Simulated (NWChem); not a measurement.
# C2H4F2Si; SMILES C=C(F)[SiH2]F

```xyz
9

C     -1.4746     1.1137     0.0000
C     -0.1572     0.8581     0.0000
F      0.7532     1.8698     0.0000
Si     0.6323    -0.8547     0.0000
F     -0.6015    -1.9365     0.0000
H     -2.1814     0.2716     0.0000
H     -1.8637     2.1442     0.0000
H      1.4613    -1.0556     1.2330
H      1.4613    -1.0556    -1.2330
```
Atoms are numbered in this order, from 1.

Level: PBE-D3(BJ)/def2-SVP (NWChem), optimised geometry, unscaled harmonic frequencies. 

Problem. List the harmonic frequencies with IR intensities, and the thermochemistry.

Solution. 
```json
[
 {"frequency (cm⁻¹)": "78", "IR intensity (km/mol)": "3.3"},
 {"frequency (cm⁻¹)": "137", "IR intensity (km/mol)": "4.4"},
 {"frequency (cm⁻¹)": "303", "IR intensity (km/mol)": "0.9"},
 {"frequency (cm⁻¹)": "316", "IR intensity (km/mol)": "0.2"},
 {"frequency (cm⁻¹)": "381", "IR intensity (km/mol)": "19.2"},
 {"frequency (cm⁻¹)": "635", "IR intensity (km/mol)": "7.0"},
 {"frequency (cm⁻¹)": "655", "IR intensity (km/mol)": "81.0"},
 {"frequency (cm⁻¹)": "686", "IR intensity (km/mol)": "3.6"},
 {"frequency (cm⁻¹)": "744", "IR intensity (km/mol)": "0.4"},
 {"frequency (cm⁻¹)": "828", "IR intensity (km/mol)": "29.6"},
 {"frequency (cm⁻¹)": "856", "IR intensity (km/mol)": "44.3"},
 {"frequency (cm⁻¹)": "894", "IR intensity (km/mol)": "232.9"},
 {"frequency (cm⁻¹)": "910", "IR intensity (km/mol)": "22.9"},
 {"frequency (cm⁻¹)": "941", "IR intensity (km/mol)": "137.7"},
 {"frequency (cm⁻¹)": "1197", "IR intensity (km/mol)": "69.5"},
 {"frequency (cm⁻¹)": "1318", "IR intensity (km/mol)": "7.0"},
 {"frequency (cm⁻¹)": "1651", "IR intensity (km/mol)": "37.0"},
 {"frequency (cm⁻¹)": "2190", "IR intensity (km/mol)": "86.8"},
 {"frequency (cm⁻¹)": "2198", "IR intensity (km/mol)": "121.0"},
 {"frequency (cm⁻¹)": "3090", "IR intensity (km/mol)": "1.4"},
 {"frequency (cm⁻¹)": "3200", "IR intensity (km/mol)": "0.2"}
]
```

```yaml
zero_point_energy: 33.2 kcal/mol
thermal correction to the enthalpy at 298.15 K (with zero-point energy): 37.7 kcal/mol
heat capacity Cv: 21.1 cal/(mol K)
entropy at 298.15 K and 1 atm (symmetry number 1): 78.8 cal/(mol K)
dipole_moment: 0.18 D
```

Rigid rotor and harmonic oscillator; modes under 100 cm⁻¹ make the entropy uncertain.
